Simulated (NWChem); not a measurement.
The numbers come from NWChem runs, not from measurements. System: FS, charge 0, spin multiplicity 4, at the geometry of a parent with another charge or spin, in a state set for the comparison that need not be this species' ground state. Its SCF solution wasn't tested for a lower state. Level: UMP2/def2-TZVP, 6 core orbitals frozen.

Job file:

```
start mol
memory heap 200 mb stack 900 mb global 1100 mb
geometry units angstroms nocenter noautoz
  S      0.000000     0.000000     0.586155
  F      0.000000     0.000000    -1.042054
  symmetry group C2v
end
basis spherical
  * library def2-tzvp
end
scf
  uhf
  nopen 3
  maxiter 100
  thresh 1e-7
  semidirect memsize 60000000 filesize 0
  # guess.movecs holds the orbitals of an unrestricted PBE0 run
  vectors input guess.movecs output mol.movecs
end
mp2
  freeze core 6
end
task mp2 energy
```

Output (cleaned and shortened):

```
             Northwest Computational Chemistry Package (NWChem) 7.3.0
             --------------------------------------------------------

                                NWChem Input Module
                                -------------------

 Scaling coordinates for geometry "geometry" by  1.889725989
 (inverse scale =  0.529177249)

 Turning off AUTOSYM since
 SYMMETRY directive was detected!

                             Geometry "geometry" -> ""
                             -------------------------

 Output coordinates in angstroms (scale by  1.889725989 to convert to a.u.)

  No.       Tag          Charge          X              Y              Z
 ---- ---------------- ---------- -------------- -------------- --------------
    1 S                   16.0000     0.00000000     0.00000000     0.58615500
    2 F                    9.0000     0.00000000     0.00000000    -1.04205400

 Effective nuclear repulsion energy (a.u.)      46.8008246214

            Nuclear Dipole moment (a.u.)
            ----------------------------
        X                 Y               Z
 ---------------- ---------------- ----------------
     0.0000000000     0.0000000000    -0.0000113384

      Symmetry information
      --------------------

 Group name             C2v
 Group number             16
 Group order               4
 No. of unique centers     2

      Symmetry unique atoms

     1    2


 Summary of "ao basis" -> "" (spherical)
 ------------------------------------------------------------------------------
       Tag                 Description            Shells   Functions and Types
 ---------------- ------------------------------  ------  ---------------------
 *                         def2-tzvp                  on all atoms

 Summary of "ao basis" -> "ao basis" (spherical)
 ------------------------------------------------------------------------------
       Tag                 Description            Shells   Functions and Types
 ---------------- ------------------------------  ------  ---------------------
 S                         def2-tzvp                13       37   5s5p2d1f
 F                         def2-tzvp                11       31   5s3p2d1f

                                 NWChem SCF Module
                                 -----------------

  ao basis        = "ao basis"
  functions       =    68
  atoms           =     2
  alpha electrons =    14
  beta  electrons =    11
  charge          =   0.00
  wavefunction    = UHF
  use symmetry    = T
  symmetry adapt  = T

 Summary of "ao basis" -> "ao basis" (spherical)
 ------------------------------------------------------------------------------
       Tag                 Description            Shells   Functions and Types
 ---------------- ------------------------------  ------  ---------------------
 S                         def2-tzvp                13       37   5s5p2d1f
 F                         def2-tzvp                11       31   5s3p2d1f

      Symmetry analysis of basis
      --------------------------

        a1         30
        a2          6
        b1         16
        b2         16

 Forming initial guess at       0.1s

   Symmetry analysis of molecular orbitals - initial alpha
   -------------------------------------------------------

  Numbering of irreducible representations:

     1 a1          2 a2          3 b1          4 b2

  Orbital symmetries:

     1 a1          2 a1          3 a1          4 b2          5 b1
     6 a1          7 a1          8 a1          9 a1         10 b2
    11 b1         12 b1         13 b2         14 a1         15 b2
    16 b1         17 a1         18 a1         19 a2         20 b1
    21 b2         22 a1         23 a1         24 b2

   Symmetry analysis of molecular orbitals - initial beta
   ------------------------------------------------------

  Numbering of irreducible representations:

     1 a1          2 a2          3 b1          4 b2

  Orbital symmetries:

     1 a1          2 a1          3 a1          4 a1          5 b2
     6 b1          7 a1          8 a1          9 a1         10 b2
    11 b1         12 b1         13 b2         14 a1         15 b2
    16 b1         17 a1         18 a1         19 a2         20 a1
    21 b2         22 b1         23 a1         24 b1

 Starting SCF solution at       0.1s

 ----------------------------------------------
         Quadratically convergent UHF

 Convergence threshold     :          1.000E-07
 Maximum no. of iterations :          100
 Integral*density screening:          1.000E-09
 ----------------------------------------------

              iter       energy          gnorm     gmax       time
             ----- ------------------- --------- --------- --------
                 1     -496.8669037925  6.61D-01  2.47D-01      0.6
                 2     -496.8833771166  1.13D-01  2.34D-02      0.6
                 3     -496.8855541641  8.36D-03  2.37D-03      0.6
                 4     -496.8855779272  7.29D-05  1.87D-05      0.7
                 5     -496.8855779288  8.45D-09  2.96D-09      0.8

       Final UHF  results
       ------------------

         Total SCF energy =   -496.885577928801
      One electron energy =   -781.724035394301
      Two electron energy =    238.037632844118
 Nuclear repulsion energy =     46.800824621382

                       Sz =      1.5000
                 Sz(Sz+1) =      3.7500
                      S^2 =      3.7597

        Time for solution =      0.7s

       Symmetry analysis of molecular orbitals - alpha
       -----------------------------------------------

  Numbering of irreducible representations:
[...]
  ----- ------------  ---------------      ----- ------------  ---------------
    20      1.899584  1 S  pz                42      1.453193  2 F  s
     5     -0.815968  1 S  s                 17     -0.800804  1 S  pz
    51      0.553504  2 F  pz                28     -0.429857  1 S  d  0
    41     -0.342611  2 F  s

                     UHF Final Beta Molecular Orbital Analysis
                     -----------------------------------------

 Vector    9  Occ=1.000000D+00  E=-6.166723D-01  Symmetry=b2
              MO Center=  1.2D-16,  3.5D-16, -9.4D-01, r^2= 6.2D-01
   Bfn.  Coefficient  Atom+Function         Bfn.  Coefficient  Atom+Function
  ----- ------------  ---------------      ----- ------------  ---------------
    44      0.456782  2 F  py                47      0.408452  2 F  py
    50      0.271911  2 F  py

 Vector   10  Occ=1.000000D+00  E=-6.166723D-01  Symmetry=b1
              MO Center= -1.1D-15,  1.1D-16, -9.4D-01, r^2= 6.2D-01
   Bfn.  Coefficient  Atom+Function         Bfn.  Coefficient  Atom+Function
  ----- ------------  ---------------      ----- ------------  ---------------
    43      0.456782  2 F  px                46      0.408452  2 F  px
    49      0.271911  2 F  px

 Vector   11  Occ=1.000000D+00  E=-5.691982D-01  Symmetry=a1
              MO Center=  5.7D-16, -3.9D-19,  1.6D-01, r^2= 1.8D+00
   Bfn.  Coefficient  Atom+Function         Bfn.  Coefficient  Atom+Function
  ----- ------------  ---------------      ----- ------------  ---------------
     5      0.378329  1 S  s                  4      0.375434  1 S  s
    45     -0.307389  2 F  pz                48     -0.283896  2 F  pz
    17      0.279427  1 S  pz                 3     -0.257557  1 S  s
    51     -0.181045  2 F  pz

 Vector   12  Occ=0.000000D+00  E= 1.251542D-02  Symmetry=b1
              MO Center= -5.0D-16, -2.5D-17,  6.0D-01, r^2= 2.0D+00
   Bfn.  Coefficient  Atom+Function         Bfn.  Coefficient  Atom+Function
  ----- ------------  ---------------      ----- ------------  ---------------
    18      0.636775  1 S  px                15      0.355164  1 S  px
    12      0.212014  1 S  px                49     -0.178902  2 F  px
     6     -0.157645  1 S  px

 Vector   13  Occ=0.000000D+00  E= 1.251542D-02  Symmetry=b2
              MO Center=  1.2D-16,  8.5D-17,  6.0D-01, r^2= 2.0D+00
   Bfn.  Coefficient  Atom+Function         Bfn.  Coefficient  Atom+Function
  ----- ------------  ---------------      ----- ------------  ---------------
    19      0.636775  1 S  py                16      0.355164  1 S  py
    13      0.212014  1 S  py                50     -0.178902  2 F  py
     7     -0.157645  1 S  py

 Vector   14  Occ=0.000000D+00  E= 1.539372D-01  Symmetry=a1
              MO Center=  2.1D-16,  8.9D-17,  5.7D-01, r^2= 3.1D+00
   Bfn.  Coefficient  Atom+Function         Bfn.  Coefficient  Atom+Function
  ----- ------------  ---------------      ----- ------------  ---------------
    20      1.155187  1 S  pz                42      0.898745  2 F  s
     5     -0.743225  1 S  s                 51      0.495665  2 F  pz
    17      0.278265  1 S  pz                45      0.183324  2 F  pz
    48      0.168374  2 F  pz

 center of mass
 --------------
 x =   0.00000000 y =   0.00000000 z =  -0.03917966

 moments of inertia (a.u.)
 ------------------
         112.820265570115           0.000000000000           0.000000000000
           0.000000000000         112.820265570115           0.000000000000
           0.000000000000           0.000000000000           0.000000000000

  Mulliken analysis of the total density
  --------------------------------------

    Atom       Charge   Shell Charges
 -----------   ------   -------------------------------------------------------
    1 S   16    15.70   2.01  0.49  1.47  1.18  0.83  4.16  1.70  0.79  1.93  0.87  0.08  0.16  0.03
    2 F    9     9.30   0.77  1.20  0.61  1.02  0.29  2.22  2.26  0.93  0.00  0.01  0.00

  Mulliken analysis of the alpha density
  --------------------------------------

    Atom       Charge   Shell Charges
 -----------   ------   -------------------------------------------------------
    1 S   16     9.24   1.00  0.25  0.73  0.62  0.41  2.12  0.82  0.63  1.68  0.80  0.05  0.11  0.02
    2 F    9     4.76   0.39  0.60  0.32  0.52  0.10  1.24  1.19  0.41  0.00  0.00  0.00

   Mulliken analysis of the beta density
   -------------------------------------

    Atom       Charge   Shell Charges
 -----------   ------   -------------------------------------------------------
    1 S   16     6.46   1.00  0.24  0.74  0.56  0.42  2.04  0.88  0.17  0.25  0.07  0.02  0.05  0.01
    2 F    9     4.54   0.39  0.60  0.29  0.50  0.18  0.99  1.07  0.52  0.00  0.01  0.00

   Mulliken analysis of the spin density
   -------------------------------------

    Atom       Charge   Shell Charges
 -----------   ------   -------------------------------------------------------
    1 S   16     2.78   0.00  0.00 -0.01  0.06 -0.01  0.08 -0.06  0.46  1.43  0.73  0.03  0.06  0.00
    2 F    9     0.22   0.00 -0.00  0.03  0.01 -0.08  0.25  0.12 -0.12  0.00 -0.00  0.00

       Multipole analysis of the density wrt the origin
       ------------------------------------------------

     L   x y z        total         alpha         beta         nuclear
     -   - - -        -----         -----         ----         -------
     0   0 0 0     -0.000000    -14.000000    -11.000000     25.000000

     1   1 0 0      0.000000      0.000000     -0.000000      0.000000
     1   0 1 0      0.000000      0.000000      0.000000      0.000000
     1   0 0 1      0.577379     -1.152592      1.729983     -0.000011

     2   2 0 0    -12.308574     -8.407283     -3.901291      0.000000
     2   1 1 0      0.000000      0.000000     -0.000000      0.000000
     2   1 0 1     -0.000000     -0.000000     -0.000000      0.000000
     2   0 2 0    -12.308574     -8.407283     -3.901291      0.000000
     2   0 1 1     -0.000000     -0.000000      0.000000      0.000000
     2   0 0 2    -15.415805    -39.965680    -29.980748     54.530623

                   NWChem MP2 Semi-direct Energy/Gradient Module
                   ---------------------------------------------

  Basis functions       =     68
  Molecular orbitals    =     68
  Frozen core           =      6
  Frozen virtuals       =      0
  Active alpha occupied =      8
  Active beta occupied  =      5
  Active alpha virtual  =     54
  Active beta virtual   =     57
  Use MO symmetry       = T
  Use skeleton AO sym   = T

  AO/Fock/Back tols     =   1.0D-09  1.0D-09  1.0D-09

 GA uses MA = F    GA memory limited = T

 Available:
  local mem=  1.26D+08
 global mem=  1.44D+08
 local disk=  0.00D+00
  mp2_memr nvloc                    54
  nvloc new                    54
   1 passes of   8:        4194304                      31024                   3431756.
   1 passes of   8: M    126150524           G      144169952           F     121956220.

 Semi-direct pass number   1 of   1  for UHF alpha       at        0.9s
  vrange nnbf                  2331
  mp2_eaftype                    13  avail_ma_in_mb                  1099
 EAF : mp2_eaftype filesize          13    1715878.
  mp2_eaf for mointskh                     13
Node 0 wrote      8.1 Mb in      0.0 s     Agg I/O rate:  2727.9 Mb/s
 Done moints_semi at        1.8s
  mp2_eaftype                    13  avail_ma_in_mb                  1086
 EAF : mp2_eaftype filesize          13    1715878.
  mp2_eaf for kh                    13
 Done maket at        1.8s
 Done multipass loop at        1.8s

 GA uses MA = F    GA memory limited = T

 Available:
  local mem=  1.26D+08
 global mem=  1.44D+08
 local disk=  0.00D+00
  mp2_memr nvloc                    57
  nvloc new                    57
   1 passes of   5:        4194304                      23677                   2266722.
   1 passes of   5: M    126150524           G      144169952           F     121956220.

 Semi-direct pass number   1 of   1  for UHF beta        at        1.8s
  vrange nnbf                  2331
  mp2_eaftype                    10  avail_ma_in_mb                  1099
 EAF : mp2_eaftype filesize          10    1133361.
  mp2_eaf for mointskh                     10
Node 0 wrote      5.3 Mb in      0.0 s     Agg I/O rate:  2691.7 Mb/s
 Done moints_semi at        2.7s
  mp2_eaftype                    10  avail_ma_in_mb                  1089
 EAF : mp2_eaftype filesize          10    1133361.
  mp2_eaf for kh                    10
 Done maket at        2.7s
 Done multipass loop at        2.7s

          -------------------------------------------
          SCF energy                -496.885577928801
          Correlation energy          -0.384220235451
          Singlet pairs                0.000000000000
          Triplet pairs                0.000000000000
          Total MP2 energy          -497.269798164252
          -------------------------------------------

          ---------------------------------------------------
                    Spin Component Scaled (SCS) MP2
          Same spin pairs                     -0.106510162720
          Same spin scaling factor             0.333333333333
          Opposite spin pairs                 -0.277710072732
          Opposite spin scaling fact.          1.200000000000
          SCS-MP2 correlation energy          -0.368755474851
          Total SCS-MP2 energy              -497.254333403652
          ---------------------------------------------------

 -----------------------
 Performance information
 -----------------------

 Timer overhead =  1.81D-07 seconds/call

               Nr. of calls         CPU time (s)                 Wall time (s)                GFlops
             ---------------    -------------------     ------------------------------   -------------------
Name         Min   Avg   Max    Min     Avg     Max     Min     Avg     Max   Mx/calls   Min     Max     Sum
mp2: moin     2     2     2    1.7     1.7     1.7      1.7     1.7     1.7    0.87      0.0     0.0     0.0
mp2: make     2     2     2   5.69E-2 5.69E-2 5.69E-2  5.69E-2 5.69E-2 5.69E-2 2.84E-2   0.0     0.0     0.0
mp2: tota     1     1     1    1.9     1.9     1.9      1.9     1.9     1.9     1.9      0.0     0.0     0.0

 The average no. of pstat calls per process was 5.00D+00
 with a timing overhead of 9.05D-07s

 Task  times  cpu:        2.7s     wall:        2.7s

 Total times  cpu:        2.7s     wall:        2.7s
```
